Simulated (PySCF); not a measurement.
Isomers of C5H9NOSi.

All values: B3LYP/def2-SVPD (PySCF) at GFN2-xTB geometries, gas phase, one conformer each. Core orbitals are frozen in the response; Δα² is half the sum of the squared differences of the principal polarisabilities.

Problem. Rank by HOMO energy, lowest first.
A. `[CH2:1]=[CH:2][C@H:3]([C:4]#[N:5])[CH2:6][O:7][SiH3:8]` with C1–C2–C3–C4 -115°, C2–C3–C6–O7 -71°, C3–C6–O7–Si8 178°
B. `[CH2:1]=[CH:2][CH2:3][C@@H:4]([C:5]#[N:6])[O:7][SiH3:8]` with C1–C2–C3–C4 -116°, C2–C3–C4–C5 170°, C3–C4–O7–Si8 153°
C. `[CH3:1][Si:2]([CH3:3])([CH:4]=[O:5])[CH2:6][C:7]#[N:8]` with C1–Si2–C4–O5 -142°, C1–Si2–C6–C7 61°
D. `[CH3:1][O:2][C@@H:3]1[CH2:4][C@:5]1([SiH3:6])[C:7]#[N:8]` with C1–O2–C3–C4 152°
E. `[H]/[N:5]=[C:4](\[C:2]([CH3:1])=[O:3])[C@H:6]1[CH2:7][SiH2:8]1` with C1–C2–C4–N5 -32°, C2–C4–C6–C7 -29°
F. `[CH3:1][n:2]1[cH:3][cH:4][c:5]([O:6][SiH3:7])[cH:8]1` with C4–C5–O6–Si7 0°

Solution. A (-7.99 eV), B (-7.78 eV), D (-7.54 eV), C (-7.02 eV), E (-6.53 eV), F (-5.60 eV).

Problem. Rank by polarisability anisotropy Δα, lowest first.
A. `[CH3:1][O:2][C@@H:3]1[CH2:4][C@:5]1([SiH3:6])[C:7]#[N:8]` with C1–O2–C3–C4 152°
B. `[CH2:1]=[CH:2][CH2:3][C@@H:4]([C:5]#[N:6])[O:7][SiH3:8]` with C1–C2–C3–C4 -116°, C2–C3–C4–C5 170°, C3–C4–O7–Si8 153°
C. `[CH3:1][Si:2]([CH3:3])([CH:4]=[O:5])[CH2:6][C:7]#[N:8]` with C1–Si2–C4–O5 -142°, C1–Si2–C6–C7 61°
D. `[N:1]#[C:2][CH2:3][C@@H:4]1[CH2:5][CH2:6][O:7][SiH2:8]1` with C2–C3–C4–C5 -63°, C3–C4–C5–C6 -85°, C4–C5–C6–O7 -37°, C5–C6–O7–Si8 21°, C6–O7–Si8–C4 0°
E. `[CH2:1]=[CH:2][CH2:3][Si@H:4]([OH:5])[CH2:6][C:7]#[N:8]` with C1–C2–C3–Si4 98°, C2–C3–Si4–O5 55°, C3–Si4–O5–H 57°, C3–Si4–C6–C7 -58°
F. `[H]/[N:5]=[C:4](\[C:2]([CH3:1])=[O:3])[C@H:6]1[CH2:7][SiH2:8]1` with C1–C2–C4–N5 -32°, C2–C4–C6–C7 -29°

Solution. A (2.16 Å³), E (3.22 Å³), C (3.81 Å³), D (4.10 Å³), B (4.67 Å³), F (6.26 Å³).

All values together:

```csv
SMILES,μ (D),HOMO (eV),LUMO (eV),α (Å³),Δα (Å³)
C=C[C@H](C#N)CO[SiH3],3.52,-7.99,-0.71,13.81,3.83
N#C[C@H]1CC[SiH2]OC1,3.56,-7.99,-0.18,12.92,4.90
[H]/N=C(\C(C)=O)[C@H]1C[SiH2]1,1.71,-6.53,-2.26,14.68,6.26
C[Si](C)(C=O)CC#N,2.54,-7.02,-2.17,13.67,3.81
N#CC[C@@H]1CCO[SiH2]1,2.77,-8.02,-0.33,12.84,4.10
CO[C@@H]1C[C@]1([SiH3])C#N,4.27,-7.54,-0.23,13.64,2.16
C=CC[Si@H](O)CC#N,4.72,-7.17,-0.62,13.45,3.22
C=CC[C@@H](C#N)O[SiH3],3.48,-7.78,-0.78,13.79,4.67
Cn1ccc(O[SiH3])c1,2.27,-5.60,0.19,14.22,7.29
CO[C@@H]1C[C@@]1([SiH3])C#N,3.69,-7.59,-0.06,13.66,2.50
```

Conformers: `[CH2:1]=[CH:2][C@H:3]([C:4]#[N:5])[CH2:6][O:7][SiH3:8]` with C1–C2–C3–C4 -115°, C2–C3–C6–O7 -71°, C3–C6–O7–Si8 178°; `[N:1]#[C:2][C@H:3]1[CH2:4][CH2:5][SiH2:6][O:7][CH2:8]1` with C2–C3–C4–C5 -169°, C3–C4–C5–Si6 -54°, C4–C5–Si6–O7 36°, C5–Si6–O7–C8 -35°; `[H]/[N:5]=[C:4](\[C:2]([CH3:1])=[O:3])[C@H:6]1[CH2:7][SiH2:8]1` with C1–C2–C4–N5 -32°, C2–C4–C6–C7 -29°; `[CH3:1][Si:2]([CH3:3])([CH:4]=[O:5])[CH2:6][C:7]#[N:8]` with C1–Si2–C4–O5 -142°, C1–Si2–C6–C7 61°; `[N:1]#[C:2][CH2:3][C@@H:4]1[CH2:5][CH2:6][O:7][SiH2:8]1` with C2–C3–C4–C5 -63°, C3–C4–C5–C6 -85°, C4–C5–C6–O7 -37°, C5–C6–O7–Si8 21°, C6–O7–Si8–C4 0°; `[CH3:1][O:2][C@@H:3]1[CH2:4][C@:5]1([SiH3:6])[C:7]#[N:8]` with C1–O2–C3–C4 152°; `[CH2:1]=[CH:2][CH2:3][Si@H:4]([OH:5])[CH2:6][C:7]#[N:8]` with C1–C2–C3–Si4 98°, C2–C3–Si4–O5 55°, C3–Si4–O5–H 57°, C3–Si4–C6–C7 -58°; `[CH2:1]=[CH:2][CH2:3][C@@H:4]([C:5]#[N:6])[O:7][SiH3:8]` with C1–C2–C3–C4 -116°, C2–C3–C4–C5 170°, C3–C4–O7–Si8 153°; `[CH3:1][n:2]1[cH:3][cH:4][c:5]([O:6][SiH3:7])[cH:8]1` with C4–C5–O6–Si7 0°; `[CH3:1][O:2][C@@H:3]1[CH2:4][C@@:5]1([SiH3:6])[C:7]#[N:8]` with C1–O2–C3–C4 160°.
